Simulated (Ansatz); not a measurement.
One change: `[SiH3][CH2][ZnH]` becomes `[AlH2][CH2][SiH3]`.

Ansatz, PBE0-D4/def2-TZVP geometries, multiplicity 1. 

Scalar relativity is left out up to krypton.

| property | `[SiH3][CH2][ZnH]` |
| --- | --- |
| size of the dipole moment (PBE/def2-TZVPP) / D | 1.11 |
| HOMO–LUMO gap (PBE0/def2-TZVPP) / eV | 7.08 |
| LUMO energy (PBE0/def2-TZVPP) / eV | -0.53 |
| size of the dipole moment (B3LYP/def2-TZVPP) / D | 1.10 |
| ideal-gas entropy at 298 K and 1 bar (rigid rotor, harmonic PBE0-D4/def2-TZVP) / J/(mol·K) | 320 |
| HOMO energy (PBE/def2-TZVPP) / eV | -6.51 |

(1) Give the same properties after the change, and the shifts. (Best estimate.)

Results:

(1) Ansatz gave: 
```json
{"property": "size of the dipole moment (PBE/def2-TZVPP) / D", "`[AlH2][CH2][SiH3]`": "1.06", "shift": "-0.05"}
{"property": "HOMO–LUMO gap (PBE0/def2-TZVPP) / eV", "`[AlH2][CH2][SiH3]`": "6.59", "shift": "-0.49"}
{"property": "LUMO energy (PBE0/def2-TZVPP) / eV", "`[AlH2][CH2][SiH3]`": "-1.49", "shift": "-0.96"}
{"property": "size of the dipole moment (B3LYP/def2-TZVPP) / D", "`[AlH2][CH2][SiH3]`": "1.04", "shift": "-0.06"}
{"property": "ideal-gas entropy at 298 K and 1 bar (rigid rotor, harmonic PBE0-D4/def2-TZVP) / J/(mol·K)", "`[AlH2][CH2][SiH3]`": "330", "shift": "10"}
{"property": "HOMO energy (PBE/def2-TZVPP) / eV", "`[AlH2][CH2][SiH3]`": "-6.86", "shift": "-0.35"}
```

With PBE0 the HOMO falls by 0.46 eV and the LUMO falls by 0.96 eV, so the gap narrows by about 0.50 eV. PBE moves the HOMO by -0.35 eV and ωB97M-V by -0.49 eV. The zero-point energy changes by 18.2 kJ/mol with +3 modes. Dipoles are sizes alone; their direction can turn.

Positive LUMOs are unbound, so they and the gaps depend on the basis.

B3LYP here is the variant with VWN-RPA as its local correlation; programs differ in this.
